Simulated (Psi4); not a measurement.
AgF (SMILES [F][Ag]), singlet, at a GFN2-xTB geometry (such geometries of metal compounds can be far from the true shape) (core potentials on Ag); HF/def2-SV(P) (Psi4 1.11).

Here is a job for Psi4.
```
memory 2 GB

molecule {
0 1
Ag   -0.00000000   -0.00000000   -0.31678464
F     0.00000000    0.00000000    1.65431980
}

set {
  basis def2-sv(p)
  basis_guess sto-3g
}

energy('scf')
print_variables()
```

**Question.** Write the output that Psi4 gives for this input, abridged.

**Answer.** 
```
  //>>>>>>>>>>>>>>>>>>>>>>>>>>>>>>>>>>>//
  //      Guess SCF, STO-3G Basis      //
  //<<<<<<<<<<<<<<<<<<<<<<<<<<<<<<<<<<<//

   => Loading Basis Set <=

    Name: STO-3G
    Role: ORBITAL
    Keyword: BASIS

         ---------------------------------------------------------
                           SCF Castup computation
         ---------------------------------------------------------
                                   SCF
               by Justin Turney, Rob Parrish, Andy Simmonett
                          and Daniel G. A. Smith
                              RHF Reference
         ---------------------------------------------------------

  ==> Geometry <==

    Molecular point group: c2v
    Full point group: C_inf_v

    Geometry (in Angstrom), charge = 0, multiplicity = 1:

       Center              X                  Y                   Z               Mass
    ------------   -----------------  -----------------  -----------------  -----------------
         AG           0.000000000000     0.000000000000    -0.297432862349   106.905091600000
         F            0.000000000000     0.000000000000     1.673671577651    18.998403162730

  Running in c2v symmetry.

  Rotational constants: A = ************  B =      0.26897  C =      0.26897 [cm^-1]
  Rotational constants: A = ************  B =   8063.43747  C =   8063.43747 [MHz]
  Nuclear repulsion =  113.561694434319293

  Charge       = 0
  Multiplicity = 1
  Electrons    = 56
  Nalpha       = 28
  Nbeta        = 28

  ==> Algorithm <==

  SCF Algorithm Type is DF.
  DIIS enabled.
  MOM disabled.
  Fractional occupation disabled.
  Guess Type is SAD.
  Energy threshold   = 1.00e-06
  Density threshold  = 1.00e-06
  Integral threshold = 1.00e-12

  ==> Primary Basis <==

  Basis Set: STO-3G
    Blend: STO-3G
    Number of shells: 14
    Number of basis functions: 32
    Number of Cartesian functions: 34
    Spherical Harmonics?: true
    Max angular momentum: 2

   => Loading Basis Set <=

    Name: (STO-3G AUX)
    Role: JKFIT
    Keyword: DF_BASIS_SCF

  ==> Integral Setup <==

  SCF_SUBTYPE=INCORE selected. In-core MEM_DF algorithm will be used.
  Using in-core AOs.

  ==> MemDFJK: Density-Fitted J/K Matrices <==

    J tasked:                   Yes
    K tasked:                   Yes
    wK tasked:                   No
    Algorithm:                 Core
    Schwarz Cutoff:           1E-12
    Mask sparsity (%):       2.7344
    Fitting Condition:        1E-10

   => Auxiliary Basis Set <=

  Basis Set: (STO-3G AUX)
    Blend: DEF2-UNIVERSAL-JKFIT
    Number of shells: 74
    Number of basis functions: 332
    Number of Cartesian functions: 477
    Spherical Harmonics?: true
    Max angular momentum: 6

  Minimum eigenvalue in the overlap matrix is 3.4948266369E-01.
  Reciprocal condition number of the overlap matrix is 2.0329332649E-01.
    Using symmetric orthogonalization.

  ==> Pre-Iterations <==

  SCF Guess: Superposition of Atomic Densities via on-the-fly atomic UHF (no occupation information).

   -------------------------
    Irrep   Nso     Nmo
   -------------------------
     A1        16      16
     A2         2       2
     B1         7       7
     B2         7       7
   -------------------------
    Total      32      32
   -------------------------

  ==> Iterations <==

                           Total Energy        Delta E     RMS |[F,P]|

   @DF-RHF iter SAD: -5331.08795162310435   -5.33109e+03   0.00000e+00
   @DF-RHF iter   1: -5333.18683777388833   -2.09889e+00   2.24113e-02 DIIS/ADIIS
   @DF-RHF iter   2: -5333.53902022879447   -3.52182e-01   8.16883e-03 DIIS/ADIIS
   @DF-RHF iter   3: -5333.56619193324696   -2.71717e-02   3.71530e-03 DIIS/ADIIS
   @DF-RHF iter   4: -5333.57572381268710   -9.53188e-03   2.01965e-03 DIIS/ADIIS
   @DF-RHF iter   5: -5333.57953054172140   -3.80673e-03   7.01191e-04 DIIS/ADIIS
   @DF-RHF iter   6: -5333.58040320456530   -8.72663e-04   1.34234e-04 DIIS/ADIIS
[...]
  @DF-RHF Final Energy: -5333.58042807518905
[...]
    One-Electron Energy =               -7479.5736099676050799
    Two-Electron Energy =                2032.4314874580966261
    Total Energy =                      -5333.5804280751890474

Computation Completed

  //>>>>>>>>>>>>>>>>>>>>>>>>>>>>>>>>>>>//
  //                SCF                //
  //<<<<<<<<<<<<<<<<<<<<<<<<<<<<<<<<<<<//

   => Loading Basis Set <=

    Name: DEF2-SV(P)
    Role: ORBITAL
    Keyword: BASIS

    !!!  WARNING: ECP capability is in beta. Please check occupations closely.  !!!

         ---------------------------------------------------------
                                   SCF
               by Justin Turney, Rob Parrish, Andy Simmonett
                          and Daniel G. A. Smith
                              RHF Reference
         ---------------------------------------------------------

  ==> Geometry <==

    Molecular point group: c2v
    Full point group: C_inf_v

    Geometry (in Angstrom), charge = 0, multiplicity = 1:

       Center              X                  Y                   Z               Mass
    ------------   -----------------  -----------------  -----------------  -----------------
         AG           0.000000000000     0.000000000000    -0.297432862349   106.905091600000
         F            0.000000000000     0.000000000000     1.673671577651    18.998403162730

  Running in c2v symmetry.

  Rotational constants: A = ************  B =      0.26897  C =      0.26897 [cm^-1]
  Rotational constants: A = ************  B =   8063.43747  C =   8063.43747 [MHz]
  Nuclear repulsion =   45.907919026639711

  Charge       = 0
  Multiplicity = 1
  Electrons    = 28
  Nalpha       = 14
  Nbeta        = 14

  ==> Algorithm <==

  SCF Algorithm Type is DF.
  DIIS enabled.
  MOM disabled.
  Fractional occupation disabled.
  Guess Type is SAD.
  Energy threshold   = 1.00e-06
  Density threshold  = 1.00e-06
  Integral threshold = 1.00e-12

  ==> Primary Basis <==

  Basis Set: DEF2-SV(P)
    Blend: DEF2-SV(P)
    Number of shells: 16
    Number of basis functions: 38
    Number of Cartesian functions: 41
    Spherical Harmonics?: true
    Max angular momentum: 2

  Core potential: DEF2-SV(P)
    Number of shells: 4
    Number of ECP primitives: 14
    Number of ECP core electrons: 28
    Max angular momentum: 3

   => Loading Basis Set <=

    Name: (DEF2-SV(P) AUX)
    Role: JKFIT
    Keyword: DF_BASIS_SCF

  Computing basis projection from STO-3G to DEF2-SV(P)

Traceback (most recent call last):
  File "psi4", line 375, in <module>
  File "<string>", line 23, in <module>
  File "site-packages/psi4/driver/driver.py", line 533, in energy
  File "site-packages/psi4/driver/procrouting/proc.py", line 2760, in run_scf
  File "site-packages/psi4/driver/procrouting/proc.py", line 1992, in scf_helper

psi4.driver.p4util.exceptions.ValidationError: Projecting from basis (STO-3G) with (0) ECP electrons to basis (DEF2-SV(P)) with (28) ECP electrons will be a disaster. Select a compatible cast-up basis with `set guess_basis YOUR_BASIS_HERE`.

Printing out the relevant lines from the Psithon --> Python processed input file:
    F     0.00000000    0.00000000    1.65431980
    """)
    core.IO.set_default_namespace("")
    core.set_global_option("BASIS", "def2-sv(p)")
    core.set_global_option("BASIS_GUESS", "sto-3g")
--> energy('scf')
    print_variables()

!----------------------------------------------------------------------------------!
!                                                                                  !
!  Projecting from basis (STO-3G) with (0) ECP electrons to basis (DEF2-SV(P))     !
!     with (28) ECP electrons will be a disaster. Select a compatible cast-up      !
!     basis with `set guess_basis YOUR_BASIS_HERE`.                                !
!                                                                                  !
!----------------------------------------------------------------------------------!
```

The program stopped with an error.
